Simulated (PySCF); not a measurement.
NdI2 at several levels of theory

Computed with PySCF 2.14.0 (density fitting, no spin-orbit coupling) at the geometry relaxed with PBE0:

```xyz
3
NdI2 (singlet in the valence; each metal's 4f electrons, 4 of them, lie in its core potential, out of spins and levels)
Nd    0.0000    0.0000   -0.5920
I     2.9040    0.0000    0.3450
I    -2.9040    0.0000    0.3450
```

| level | basis | state | HOMO (eV) | gap (eV) | charge on Nd1 (e) | population of f-type functions on Nd1 (polarisation alone where 4f lies in the core) | dipole about the centre of mass (D) | largest force component (eV/Å) |
| --- | --- | --- | --- | --- | --- | --- | --- | --- |
| PBE0 | Nd lcecp-0-SVP with ECP50, I def2-SVP with ECP28 | singlet | – | – | 0.83 | 0.01 | 5.13 | 0.01 |
| CAM-B3LYP | the same | singlet | – | – | 0.81 | 0.01 | 5.24 | 0.07 |
| r2SCAN | the same | singlet | – | – | 0.82 | 0.01 | 5.16 | 0.06 |

In the lcecp rows the 4f levels are missing from HOMO and gap, and the state counts the valence alone.

Charges are Mulliken's, which hang on the basis. The relaxation used the grid (50, 194), these runs (75, 302) or, all-electron (x2c bases, spin-free X2C Hamiltonian), (99, 590).

(1) What does PBE0 with Nd lcecp-0-TZVP with ECP50, I def2-TZVP with ECP28 give here?

An lcecp potential fixes the number of 4f electrons, so in runs with it no electron can move into or out of that shell; real Nd(II) is rare or takes another configuration.

Answers

(1) state singlet, charge on Nd1 (e) 1.17, population of f-type functions on Nd1 (polarisation alone where 4f lies in the core) 0.02, dipole about the centre of mass (D) 5.09, largest force component (eV/Å) 0.03. Time: 16 s on 2 threads of Intel(R) Xeon(R) Platinum 8259CL CPU @ 2.50GHz (Skylake/Cascade Lake) (shared host), from free ions and atoms.
